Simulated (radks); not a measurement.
Results of a calculation; reference values are marked as such.
How relativity changes the ionisation of the titanium ion Ti3+ ([Ar] 3d1) to Ti4+ ([Ar]). Spin-unpolarised spherical Kohn-Sham, LDA (Slater exchange, Perdew-Wang correlation), point nucleus unless stated (finite: rms radius 3.5921 fm), a radial shooting solver on a logarithmic mesh with Libxc functionals. A level marked "c x" has the speed of light scaled by that factor and shares open shells by 2j + 1; other Dirac levels either fill j = l - 1/2 first or share by 2j + 1.

| level | E(Ti3+) (hartree) | E(Ti4+) (hartree) | IE (eV) | HOMO | <r> HOMO (bohr) |
|---|---|---|---|---|---|
| non-rel. | -845.48663 | -843.87852 | 43.759 | 3d | 1.252 |
| scalar-rel. | -849.94171 | -848.34158 | 43.542 | 3d | 1.257 |
| scalar-rel., finite nucleus | -849.93991 | -848.33977 | 43.542 | 3d | 1.257 |
| Dirac, 2j+1 shares | -849.95027 | -848.35015 | 43.541 | 3d5/2 | 1.258 |
| Dirac, low j first | -849.95168 | -848.35015 | 43.580 | 3d3/2 | 1.256 |
| Dirac, 2j+1 shares, finite nucleus | -849.94846 | -848.34835 | 43.541 | 3d5/2 | 1.258 |
| Dirac, c x 0.75 | -853.50118 | -851.90729 | 43.372 | 3d5/2 | 1.263 |
| Dirac, c x 0.85 | -851.69492 | -850.09788 | 43.458 | 3d5/2 | 1.260 |
| Dirac, c x 5 | -845.66304 | -844.05525 | 43.750 | 3d5/2 | 1.252 |

NIST Atomic Spectra Database: 43.267 eV (measured). The relativistic part of the total energy of Ti3+ is -4.462 hartree (Dirac, 2j+1 shares, finite nucleus), 0.53 % of the non-relativistic value. Spin polarisation and multiplet splitting of open shells are left out at every level.

Beside tabulated values, note that spin-unpolarised runs miss the spin-polarisation part of the exchange energy of open shells.
